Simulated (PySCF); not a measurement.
C3HF5O.
Cartesian coordinates in Å at the GFN2-xTB level; atoms count from 1:
```
atom  x, y, z in Å
F1     1.2002    1.2607   -1.1229
C2     1.3741    0.2657   -0.2460
O3     0.9570   -0.9906   -0.6441
C4     0.1971   -0.3917    0.3323
F5     0.3053   -0.9201    1.5704
C6    -1.2448    0.0089    0.0161
F7    -1.5766    1.1254    0.6715
F8    -1.4106    0.2335   -1.2811
F9    -2.1023   -0.9381    0.3842
H10    2.3095    0.3510    0.2971
```

The closed-shell SCF was solved with PySCF and density fitting under several settings on one GFN2-xTB geometry (grid level 2 and gas phase unless stated).

```json
{"settings": "LDA/ANO-RCC-VDZP", "basis functions": "131", "SCF cycles": "15", "E (Eh)": "-684.8467", "HOMO (eV)": "-8.28", "LUMO (eV)": "-0.45", "dipole (D)": "1.88"}
{"settings": "PW91/pcseg-1", "basis functions": "131", "SCF cycles": "15", "E (Eh)": "-689.0021", "HOMO (eV)": "-8.04", "LUMO (eV)": "0.04", "dipole (D)": "1.72"}
```

Problem. Estimate the rows for these settings: (1) OLYP/pcSseg-1, energy threshold 1e-11 Eh, fitting basis def2-universal-jkfit; (2) wB97X-D/pcSseg-1, IEF-PCM cyclohexane; (3) revPBE/MINI, IEF-PCM dimethylsulfoxide, start guess vsap.

Solution. 
| settings | basis functions | SCF cycles | E (Eh) | HOMO (eV) | LUMO (eV) | dipole (D) |
| --- | --- | --- | --- | --- | --- | --- |
| OLYP/pcSseg-1, energy threshold 1e-11 Eh, fitting basis def2-universal-jkfit | 158 | 13 | -689.0911 | -7.76 | 0.31 | 1.66 |
| wB97X-D/pcSseg-1, IEF-PCM cyclohexane | 158 | 14 | -689.0608 | -11.57 | 3.21 | 2.10 |
| revPBE/MINI, IEF-PCM dimethylsulfoxide, start guess vsap | 46 | 10 | -684.2923 | -7.99 | -0.51 | 1.51 |

Problem. Over all rows, what range does the HOMO–LUMO gap span?

Solution. From 7.48 eV (revPBE/MINI, IEF-PCM dimethylsulfoxide, start guess vsap) to 14.78 eV (wB97X-D/pcSseg-1, IEF-PCM cyclohexane). The functional of the narrowest has no exact exchange, that of the widest range-separated exact exchange.

Whole jobs, the steps after the SCF included, on AMD EPYC, one thread, shared host:

```tsv
settings	work after the SCF	wall time	peak memory
LDA/ANO-RCC-VDZP	spin–spin couplings from 6 perturbed nuclei, spin–dipole term for 5 of them	2.4 min	0.56 GiB
PW91/pcseg-1	shieldings, ring-centre shieldings	44 s	0.65 GiB
OLYP/pcSseg-1, energy threshold 1e-11 Eh, fitting basis def2-universal-jkfit	shieldings, ring-centre shieldings, charges and field gradients	56 s	0.65 GiB
wB97X-D/pcSseg-1, IEF-PCM cyclohexane	shieldings, ring-centre shieldings, charges and field gradients	50 s	0.83 GiB
revPBE/MINI, IEF-PCM dimethylsulfoxide, start guess vsap	shieldings, ring-centre shieldings, charges and field gradients	12 s	0.44 GiB
```

wB97X-D ran without the empirical dispersion term, which would shift the total energy alone. Cycle counts include a coarse-grid stage where the run had one. ANO-RCC sets were contracted for a scalar-relativistic Hamiltonian, but ran non-relativistically here. Geometry: GFN2-xTB; no vibrations or thermal averaging.
